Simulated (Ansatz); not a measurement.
The first iterations of a band of BClH2O + H2S (8 atoms, charge 0, multiplicity 1).

Theory: RKS LDA/6-31G* in Ansatz.

| Item | Value |
| --- | --- |
| movable images | 4 |
| climbing image | no |
| spring | 5.0 eV/Å² |
| optimiser | quadratic models (default) |
| start path | through a guess of the saddle point |
| force threshold | 0.05 eV/Å |
| iteration limit | 60 |
| end points | relaxed |

Image 0:

```xyz
8
Properties=species:S:1:pos:R:3
B 0.009 -0.237 0.268
O -0.465 -0.848 1.372
H -1.430 -0.710 1.451
Cl 1.741 -0.429 -0.055
H -0.682 0.270 -0.578
S 0.320 2.429 1.426
H 1.140 2.618 0.355
H 1.273 1.715 2.087
```

Image 5:

```xyz
8
Properties=species:S:1:pos:R:3
B 0.176 0.451 0.192
O -0.012 -0.164 1.716
H -0.877 -0.636 1.754
Cl 1.638 -0.353 -0.481
H -0.863 0.187 -0.369
S 0.303 2.295 0.557
H 1.653 2.318 0.757
H -0.112 0.710 2.199
```

| iteration | highest image above the first end (eV) | largest band force component (eV/Å) |
| --- | --- | --- |
| 1 | 8.397 | 47.358 |
| 2 | 1.908 | 9.290 |
| 3 | 0.818 | 4.700 |
| 4 | 0.629 | 1.803 |
| 5 | 0.591 | 2.120 |
| 6 | 0.427 | 1.089 |
| 7 | 0.477 | 0.690 |

Question: Does the band converge within its limit, and where does its top end?

Answer: The run converged. It ended after 22 iterations with the highest image 0.490 eV above the first end. No image climbed, so the highest image needn't sit at the top of the path. The orbitals stay closed-shell, which can raise the energy where a bond breaks towards radicals; this wasn't checked here.

The run took 2.2 min on 1 thread of Arm Neoverse V1, on a shared host, peak memory 0.11 GiB.
